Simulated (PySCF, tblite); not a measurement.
Isomers of C4H10F2OSi2, one GFN2-xTB conformer each. Single-point energies are computed at PBE0/pcSseg-1 (PySCF, gas phase, no added dispersion term), electronic only.

Problem. Rank them by PBE0/pcSseg-1 energy, lowest first (kcal/mol).
A. `[CH3:1][SiH:2]([CH3:3])[Si@@H:4]([F:5])[C@@H:6]([F:7])[CH:8]=[O:9]` with C1–Si2–Si4–F5 178°, Si2–Si4–C6–F7 -36°, Si4–C6–C8–O9 64°
B. `[CH3:1][CH2:2][O:3]/[C:4]([SiH3:5])=[CH:6]\[SiH:7]([F:8])[F:9]` with C1–C2–O3–C4 -177°, C2–O3–C4–Si5 15°, C4–C6–Si7–F8 67°
C. `[CH3:1][O:2][SiH2:3][C:4]([SiH2:5][CH3:6])=[C:7]([F:8])[F:9]` with C1–O2–Si3–C4 180°, O2–Si3–C4–Si5 -6°, Si3–C4–Si5–C6 -61°

Solution. B (0.0), A (23.8), C (46.4).

As drawn, the lowest has an Si–F bond, which the highest lacks; the highest has two fluorines on one carbon and an Si–O bond, which the lowest lacks. GFN2-xTB itself gives, in the same order: 0.0, 51.3, 49.2. Both levels put the same isomer lowest; measured from each level's own lowest isomer, the values differ by up to 27.5 kcal/mol (C[SiH](C)[Si@@H](F)[C@@H](F)C=O: 51.3 against 23.8).

Problem. Which frontier levels, dipoles and rotational constants go with these structures?

Solution. 
```
                         SMILES  HOMO (eV, PBE0/pcSseg-1)  LUMO (eV)  dipole (D)       A, B, C (MHz)
      CCO/C([SiH3])=C\[SiH](F)F                     -7.24      -1.01        4.65  1445, 671.7, 487.9
C[SiH](C)[Si@@H](F)[C@@H](F)C=O                     -7.70      -1.34        2.57  1416, 750.6, 627.9
       CO[SiH2]C([SiH2]C)=C(F)F                     -7.71      -0.17        2.50  1378, 822.9, 555.4
```

Problem. What happens when harmonic zero-point energies from GFN2-xTB frequencies are added?

Solution. 
```json
{"SMILES": "CCO/C([SiH3])=C\\[SiH](F)F", "ZPE (kcal/mol)": "80.8", "electronic (kcal/mol)": "0.0", "with ZPE (kcal/mol)": "0.0"}
{"SMILES": "C[SiH](C)[Si@@H](F)[C@@H](F)C=O", "ZPE (kcal/mol)": "81.7", "electronic (kcal/mol)": "23.8", "with ZPE (kcal/mol)": "24.7"}
{"SMILES": "CO[SiH2]C([SiH2]C)=C(F)F", "ZPE (kcal/mol)": "79.7", "electronic (kcal/mol)": "46.4", "with ZPE (kcal/mol)": "45.3"}
```

The zero-point energies span 2.0 kcal/mol. The order is unchanged.
